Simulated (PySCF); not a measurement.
B3LYP has the VWN-RPA correlation part, as in Gaussian. 

## [Mo(=O)2(F)2] (charge 0, multiplicity 1)

The numbers are results of B3LYP-D3(BJ)/def2-TZVP // PBE-D3(BJ)/def2-SVP (PySCF), not measurements.

| Item | Value |
|---|---|
| HOMO | -9.85 eV |
| dipole moment | 1.00 D |
| HOMO–LUMO gap | 6.04 eV |
| LUMO | -3.81 eV |
| charge on the central atom (Mulliken) | 1.90 e |
| total energy | -418.7223 Ha |
| cost | very roughly 50 core-seconds |

Bonds (Å): Mo1–O2 1.687, Mo1–O3 1.687, Mo1–F4 1.852, Mo1–F5 1.852. Angles (°): O2–Mo1–O3 106.3, O2–Mo1–F4 109.5, O2–Mo1–F5 109.5, O3–Mo1–F4 109.5, O3–Mo1–F5 109.5, F4–Mo1–F5 112.5.
Charge 0, spin multiplicity 1.
